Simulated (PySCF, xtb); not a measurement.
B(OEt)(NH2)(NMe2) (C4H13BN2O), SMILES CCOB(N)N(C)C.

Geometry optimised at B3LYP-D3(BJ)/def2-SVP. Other conformers were not sampled.

Method: C-PCM-M06-2X/def2-SVP in PySCF.

The values are the electrostatic part of the solvation free energy, E(continuum) − E(gas) at the gas-phase geometry, in a cavity of scaled van der Waals radii (PySCF's table); cavitation and dispersion terms are not included. In vacuum the orbital gap is 9.54 eV. The dipole moment in vacuum is 1.69 D.

Computed values in water (ε = 78.36), chloroform (ε = 4.71), acetone (ε = 20.49):
```json
[
 {"solvent": "water", "ε": "78.36", "ΔG(elec) (kcal/mol)": "-4.6", "dipole (D)": "2.30", "gap (eV)": "9.77"},
 {"solvent": "chloroform", "ε": "4.71", "ΔG(elec) (kcal/mol)": "-3.6", "dipole (D)": "2.15", "gap (eV)": "9.73"},
 {"solvent": "acetone", "ε": "20.49", "ΔG(elec) (kcal/mol)": "-4.4", "dipole (D)": "2.27", "gap (eV)": "9.76"}
]
```

For comparison, GFN2-xTB/ALPB(water) (xtb, at the GFN2-xTB geometry, all terms of that model) gives -3.5 kcal/mol.
